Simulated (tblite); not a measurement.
C4H10GeO3.
Numbering: `[CH3:1][C@@H:2]1[O:3][CH2:4][O:5][C@@H:6]1[O:7][GeH3:8]` (hydrogens: H9, H10, H11 on C1; H12 on C2; H13, H14 on C4; H15 on C6; H16, H17, H18 on Ge8)

Computed with GFN2-xTB (tblite), gas phase: L-BFGS steps from a force-field or distance-geometry start until the largest atomic force falls under 0.01 eV/Å.

Step 36: E = -756.9419 eV
```
atom  x, y, z in Å  |  force x, y, z in eV/Å
C1     -1.5133    1.6138    0.3239    0.001  -0.020  -0.027
C2     -1.1476    0.4944   -0.6344    0.005  -0.018  -0.012
O3     -1.7767   -0.7172   -0.2508    0.010   0.002  -0.024
C4     -0.9275   -1.7762   -0.5784    0.023   0.008   0.003
O5      0.3248   -1.2554   -0.9672    0.015   0.037   0.049
C6      0.3442    0.1065   -0.6380   -0.008   0.035   0.001
O7      0.9084    0.3346    0.6026    0.050  -0.026  -0.023
Ge8     2.5234   -0.1897    1.0611   -0.012   0.041   0.003
H9     -0.9165    2.4943    0.1046    0.010  -0.005  -0.023
H10    -2.5663    1.8555    0.2181   -0.020  -0.028   0.011
H11    -1.3189    1.2956    1.3438    0.009   0.004  -0.016
H12    -1.4361    0.7490   -1.6684   -0.032   0.005   0.027
H13    -0.8268   -2.4321    0.2988    0.005  -0.009   0.018
H14    -1.3206   -2.3581   -1.4280   -0.015   0.003   0.000
H15     0.9030    0.6164   -1.4339    0.035   0.040   0.045
H16     3.5287    0.6651    0.3352   -0.022  -0.041  -0.042
H17     2.7596   -1.6413    0.7915   -0.050  -0.015  -0.020
H18     2.4496    0.1509    2.5080   -0.003  -0.010   0.031
```

Step 37: E = -756.9429 eV
```
atom  x, y, z in Å  |  force x, y, z in eV/Å
C1     -1.5122    1.6133    0.3249   -0.009  -0.006  -0.019
C2     -1.1466    0.4948   -0.6339   -0.026  -0.030  -0.005
O3     -1.7736   -0.7176   -0.2507   -0.007  -0.029  -0.006
C4     -0.9237   -1.7761   -0.5785    0.020  -0.004   0.006
O5      0.3266   -1.2532   -0.9708    0.016   0.036   0.066
C6      0.3444    0.1084   -0.6403    0.005   0.042   0.003
O7      0.9102    0.3393    0.5990    0.045  -0.045  -0.012
Ge8     2.5213   -0.1928    1.0630   -0.005   0.074  -0.025
H9     -0.9190    2.4948    0.1007    0.015   0.005  -0.019
H10    -2.5662    1.8517    0.2218   -0.022  -0.028   0.011
H11    -1.3142    1.2998    1.3456    0.014  -0.005  -0.023
H12    -1.4413    0.7499   -1.6657   -0.016   0.008   0.009
H13    -0.8210   -2.4332    0.2985    0.009   0.016   0.009
H14    -1.3179   -2.3603   -1.4265   -0.013   0.012  -0.001
H15     0.9008    0.6197   -1.4354    0.053   0.050   0.014
H16     3.5306    0.6595    0.3353   -0.035  -0.063  -0.025
H17     2.7488   -1.6455    0.7931   -0.044  -0.017  -0.015
H18     2.4442    0.1539    2.5082    0.001  -0.016   0.032
```

Step 38: E = -756.9441 eV
```
atom  x, y, z in Å  |  force x, y, z in eV/Å
C1     -1.5106    1.6125    0.3261   -0.020   0.014  -0.005
C2     -1.1463    0.4949   -0.6334   -0.054  -0.031   0.006
O3     -1.7691   -0.7191   -0.2498   -0.026  -0.056   0.019
C4     -0.9176   -1.7761   -0.5787    0.013  -0.014   0.007
O5      0.3293   -1.2490   -0.9761    0.021   0.020   0.070
C6      0.3443    0.1123   -0.6448    0.023   0.038   0.005
O7      0.9141    0.3460    0.5920    0.020  -0.046   0.010
Ge8     2.5178   -0.1962    1.0654    0.007   0.076  -0.047
H9     -0.9225    2.4954    0.0945    0.010   0.011  -0.016
H10    -2.5665    1.8453    0.2285   -0.020  -0.022   0.012
H11    -1.3057    1.3056    1.3475    0.019  -0.017  -0.030
H12    -1.4504    0.7511   -1.6615    0.007   0.009  -0.015
H13    -0.8108   -2.4343    0.2983    0.013   0.045  -0.004
H14    -1.3141   -2.3632   -1.4241   -0.004   0.025   0.000
H15     0.8975    0.6262   -1.4390    0.063   0.056  -0.022
H16     3.5348    0.6486    0.3371   -0.039  -0.077  -0.013
H17     2.7319   -1.6519    0.7976   -0.037  -0.007  -0.007
H18     2.4351    0.1581    2.5087    0.004  -0.021   0.028
```

Problem. Estimate the geometry and energy of step 39. (The exact step hangs on the optimiser's Hessian estimate; all steps are aligned on step 38, rigid shifts and turns removed.)

Solution. E = -756.9455 eV, largest force 0.088 eV/Å
```
atom  x, y, z in Å  |  force x, y, z in eV/Å
C1     -1.5086    1.6116    0.3280   -0.030   0.029   0.011
C2     -1.1477    0.4943   -0.6325   -0.066  -0.021   0.013
O3     -1.7635   -0.7225   -0.2471   -0.031  -0.062   0.041
C4     -0.9087   -1.7761   -0.5789    0.006  -0.016   0.009
O5      0.3332   -1.2423   -0.9838    0.024  -0.003   0.059
C6      0.3441    0.1189   -0.6530    0.031   0.024   0.006
O7      0.9199    0.3549    0.5804   -0.016  -0.026   0.034
Ge8     2.5126   -0.1998    1.0680    0.017   0.044  -0.049
H9     -0.9272    2.4966    0.0858   -0.008   0.007  -0.011
H10    -2.5674    1.8358    0.2393   -0.009  -0.010   0.017
H11    -1.2917    1.3127    1.3495    0.019  -0.027  -0.041
H12    -1.4644    0.7524   -1.6561    0.032   0.000  -0.034
H13    -0.7946   -2.4344    0.2980    0.017   0.067  -0.015
H14    -1.3095   -2.3664   -1.4205    0.013   0.035   0.001
H15     0.8926    0.6371   -1.4471    0.055   0.048  -0.046
H16     3.5431    0.6306    0.3418   -0.035  -0.080  -0.009
H17     2.7083   -1.6609    0.8067   -0.028   0.017   0.003
H18     2.4209    0.1637    2.5097    0.009  -0.027   0.012
```

The energy changes by -0.0014 eV. The first-order estimate −F·Δx gives -0.0020 eV and the mean of the old and new forces, exact on a quadratic surface, -0.0014 eV. The step makes an angle of 81° with the force vector and moves no atom by more than 0.027 Å.

What follows is the cost of the whole relaxation. On an Intel Xeon at 2.70 GHz with one thread, shared host, this took 2.0 s.
